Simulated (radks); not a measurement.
The bismuth ion Bi61+, 22 electrons, occupied as [Ar] 3d4.

Calculated with a radial shooting solver on a logarithmic mesh with Libxc functionals: scalar-relativistic Kohn-Sham, r2SCAN, spin-polarised, spherical densities, finite nucleus; open shells are filled with parallel spins first (spin-orbit coupling, left out, can overturn this in heavy ions); meta-GGA in the generalised Kohn-Sham scheme; Fermi nuclear charge, rms radius 5.5211 fm.

Energy parts (eV):
| part | energy |
|---|---|
| total | -483802.18 |
| kinetic | 560155.50 |
| electron-nucleus | -1098539.09 |
| Hartree | 60937.66 |
| exchange-correlation | -6356.25 |

Orbitals (lengths in bohr, moments of r in powers of bohr; r(90%) holds 90 % of the orbital's charge):
| orbital | occ. | eigenvalue (eV) | r(90%) |
|---|---|---|---|
| 1s up | 1 | -95114.33 | 0.0290 |
| 1s down | 1 | -95114.27 | 0.0290 |
| 2s up | 1 | -20624.73 | 0.103 |
| 2s down | 1 | -20592.70 | 0.103 |
| 2p up | 3 | -18278.97 | 0.0980 |
| 2p down | 3 | -18253.04 | 0.0979 |
| 3s up | 1 | -7804.900 | 0.239 |
| 3s down | 1 | -7770.338 | 0.239 |
| 3p up | 3 | -7120.769 | 0.243 |
| 3p down | 3 | -7085.551 | 0.244 |
| 3d up | 4 | -6524.838 | 0.223 |
| 3d down | 0 | -6478.432 | 0.224 |
| 4s up | 0 | -3989.655 | 0.443 |
| 4s down | 0 | -3968.706 | 0.444 |
| 4p up | 0 | -3720.348 | 0.456 |
| 4p down | 0 | -3698.802 | 0.458 |
| 4d up | 0 | -3481.095 | 0.449 |
| 4d down | 0 | -3458.226 | 0.451 |
| 4f up | 0 | -3310.286 | 0.402 |
| 4f down | 0 | -3285.632 | 0.404 |

The highest occupied level is 3d up at -6524.8 eV. For comparison, the ionisation energy in NIST's Atomic Spectra Database is 6648 eV (theoretical). In exact Kohn-Sham theory the highest level is minus the ionisation energy, but local and semilocal functionals leave it too shallow, through self-interaction and a potential that decays too fast; potentials with the right tail come closer.
